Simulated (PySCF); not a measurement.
C2H3F2, SMILES C[C](F)F, multiplicity 2.

Coordinates come from a r2SCAN-D4/def2-SVP optimisation. The isomer is the one that the SMILES or the coordinates give; other isomers of the formula were not compared.

All values below come from PBE/def2-TZVPD (PySCF).

Isolated molecule, no solvent.

Computed frontier levels, dipole moment and polarisability:
```json
{
  "α spin, highest occupied and lowest empty level": "-4.87 and -0.25 eV",
  "β spin, highest occupied and lowest empty level": "-9.49 and -2.67 eV",
  "dipole_moment": "1.90 D",
  "quadrupole, principal values (traceless, Buckingham form, about the centre of nuclear charge)": "-1.67, -0.04, 1.72 D·Å",
  "mean_static_polarisability": "31.4 bohr³ (4.66 Å³)",
  "polarisability_principal_values": "28.8, 31.1, 34.4 bohr³",
  "⟨S²⟩": "0.752 (pure state 0.75)"
}
```
